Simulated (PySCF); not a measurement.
# Potential energy of SnH⁺ along the bond

Set-up: PySCF, scalar-relativistic core potentials, basis sets Sn cc-pVTZ-PP with ECP28, H cc-pVTZ. Energies in eV from Sn⁺ + H in their ground configurations at the same level. State: ¹Σ⁺ (singlet), closed shell.

All columns are PBE0. A positive dipole points towards H; it is taken about the centre of mass and depends on that origin.

```tsv
R (Å)	E (eV)	μ (D)	Mulliken charge on Sn (basis-dependent)	HOMO (eV)	LUMO (eV)	Mayer bond order	⟨S²⟩
1.519	-2.168	0.59	0.97	-14.03	-9.42	0.97	0.00
1.589	-2.449	0.43	0.99	-14.01	-9.41	0.97	0.00
1.660	-2.612	0.27	1.00	-13.97	-9.41	0.97	0.00
1.713	-2.672	0.15	1.01	-13.93	-9.41	0.97	0.00
1.766	-2.690	0.03	1.01	-13.88	-9.41	0.98	0.00
1.819	-2.673	-0.07	1.02	-13.81	-9.42	0.98	0.00
1.890	-2.608	-0.21	1.02	-13.71	-9.43	0.98	0.00
1.978	-2.475	-0.37	1.02	-13.57	-9.44	0.98	0.00
2.084	-2.262	-0.54	1.02	-13.38	-9.46	0.99	0.00
2.225	-1.925	-0.73	1.02	-13.12	-9.49	0.99	0.00
```

A fit through these points gives, at Re = 1.765 Å, μ = 0.04 D and dμ/dR = -2.10 D/Å; the reduced mass is 0.9994 u.

Q: How strong is the fundamental in the double-harmonic approximation, I = 42.26·(dμ/dR)²/μred km/mol?

A: I = 42.26·(-2.10)²/0.9994 = 186 km/mol at PBE0.

These are scalar-relativistic numbers at best; spin–orbit coupling would shift them, the dissociation energy most. For an ion De counts to the pair picked by the measured ionisation energies or electron affinities, which need not be the lowest pair at this level.
